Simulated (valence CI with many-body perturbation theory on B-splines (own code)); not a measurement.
The numbers below are computed, except where a source is named.
Sn37+: magnetic and hyperfine properties of the levels

Level of theory: configuration interaction combined with many-body perturbation theory (CI+MBPT): three valence electrons over a frozen Dirac-Fock core [Ne], a basis of 11 s, 11 p, 9 d, 7 f, 5 g, 2 h, 1 i functions for each j, with the one-electron correlation potential Σ1 (screened to all orders), the two-electron term Σ2, the three-electron term Σ3, Breit, model QED; selected single and double excitations, second order for the rest (own B-spline code, finite nucleus).

The last digits are not significant, and no measured levels were compared; by estimate large intervals hold to a few tenths of a per cent, small ones and those within an open d or f shell to about a per cent.

A/g_I is the dipole constant over the nuclear g factor μ/I (μ in nuclear magnetons, uniformly magnetised nucleus), B/Q the quadrupole constant per barn. Both hold the static response of the core; the bare values leave it out. Large factors of s and p1/2 electrons are usually good to 5 to 10 %; those of open d and f shells near neutrality can be off by tens of per cent, and small factors of p3/2, d and f electrons come from cancelling terms and can be off by a factor of two or in sign, in half-filled shells by more. B is blank for J = 1/2, where it vanishes, and for nearly pure S terms. Energies count from the lowest level.

Levels are named by their leading jj configuration (3d3/2^4 stands for four electrons in 3d with j = 3/2), which in mixed levels can hold well under half, so a name can repeat and another be missing. Letters in brackets count levels of one name in rising energy.

```tsv
Level	E (× 10³ cm⁻¹)	g	A/g_I (MHz)	A/g_I bare	B/Q (MHz/b)	B/Q bare
(3s^2 3p1/2) J=1/2	0.00	0.659	343000	334000		
(3s^2 3p3/2) J=3/2	464.43	1.329	56400	56200	104000	102000
(3s 3p1/2^2) J=1/2	722.43	2.367	978000	952000		
(3s 3p1/2 3p3/2) J=3/2 [a]	1067.8	1.680	272000	266000	84500	82900
(3s 3p1/2 3p3/2) J=5/2	1146.8	1.396	308000	301000	41500	40800
(3s 3p1/2 3p3/2) J=3/2 [b]	1260.4	0.912	5480	6590	85900	84400
(3s 3p1/2 3p3/2) J=1/2	1328.1	1.160	-225000	-217000		
(3s 3p3/2^2) J=5/2	1542.5	1.360	187000	184000	24300	24200
(3s^2 3d3/2) J=3/2	1594.1	0.868	13100	14400	6420	7200
(3s^2 3d5/2) J=5/2	1741.2	1.229	102000	100000	62200	61900
(3s 3p3/2^2) J=1/2	1796.0	1.793	1060000	1030000		
(3s 3p3/2^2) J=3/2	1835.3	1.186	-132000	-126000	-33500	-32900
(3p1/2^2 3p3/2) J=3/2	2008.6	1.245	36800	38100	86500	85000
(3s 3p1/2 3d3/2) J=3/2 [a]	2118.3	0.521	-87900	-84400	28700	28900
(3s 3p1/2 3d3/2) J=5/2	2166.5	1.062	257000	251000	-7500	-6420
(3s 3p1/2 3d5/2) J=5/2 [a]	2282.5	1.287	75100	74800	1500	2660
(3s 3p1/2 3d3/2) J=1/2	2295.3	0.326	-400000	-387000		
(3s 3p1/2 3d3/2) J=3/2 [b]	2298.8	1.335	184000	181000	17300	17100
(3s 3p1/2 3d5/2) J=7/2	2323.6	1.258	197000	193000	-3810	-2360
(3p1/2 3p3/2^2) J=3/2 [a]	2344.8	1.356	-83100	-77700	-21900	-21100
(3s 3p1/2 3d5/2) J=5/2 [b]	2364.5	1.244	104000	102000	13600	14000
(3p1/2 3p3/2^2) J=5/2	2507.5	1.009	81300	80100	67000	66300
(3p1/2 3p3/2^2) J=1/2	2544.2	0.662	319000	309000		
(3p1/2 3p3/2^2) J=3/2 [b]	2566.5	1.101	-45600	-42700	38900	38600
(3s 3p3/2 3d5/2) J=9/2	2661.6	1.329	146000	144000	129000	127000
(3s 3p3/2 3d3/2) J=3/2 [a]	2662.7	1.396	209000	205000	-12900	-13300
(3s 3p3/2 3d3/2) J=5/2 [a]	2662.8	1.299	155000	152000	13100	12500
(3s 3p3/2 3d3/2) J=1/2 [a]	2667.5	2.363	544000	532000		
(3s 3p3/2 3d3/2) J=7/2	2674.2	1.336	174000	171000	46200	45700
(3s 3p3/2 3d5/2) J=3/2 [a]	2762.5	1.206	-67700	-63400	-49000	-48000
(3s 3p3/2 3d5/2) J=5/2 [a]	2783.8	1.322	217000	212000	-50600	-49300
(3s 3p3/2 3d3/2) J=3/2 [b]	2834.6	1.069	11000	12700	-60800	-59500
(3s 3p3/2 3d5/2) J=7/2 [a]	2860.2	1.155	49300	49400	120000	119000
(3s 3p3/2 3d3/2) J=5/2 [b]	2914.0	0.923	-47500	-44500	83700	83200
(3s 3p3/2 3d3/2) J=1/2 [b]	2925.2	0.619	-60000	-57000		
(3s 3p3/2 3d5/2) J=7/2 [b]	2943.1	1.183	70200	69600	87100	86800
(3s 3p3/2 3d5/2) J=1/2	2998.5	0.669	-94500	-91300		
(3p1/2^2 3d3/2) J=3/2	3037.1	0.738	33000	32600	14200	15000
(3s 3p3/2 3d5/2) J=3/2 [b]	3038.2	1.299	246000	240000	31600	31700
(3s 3p3/2 3d5/2) J=5/2 [b]	3050.6	1.127	-78700	-74500	-39900	-38400
```

(1) Take the isotope of mass number 117, with I = 1/2, μ = -0.9995 μN. What is the hyperfine structure of (3s 3p3/2^2) J=5/2?

Results:

(1) From the table A = -375000 MHz. Shifts from the centre of gravity in MHz: F = 2: 656000, F = 3: -469000.
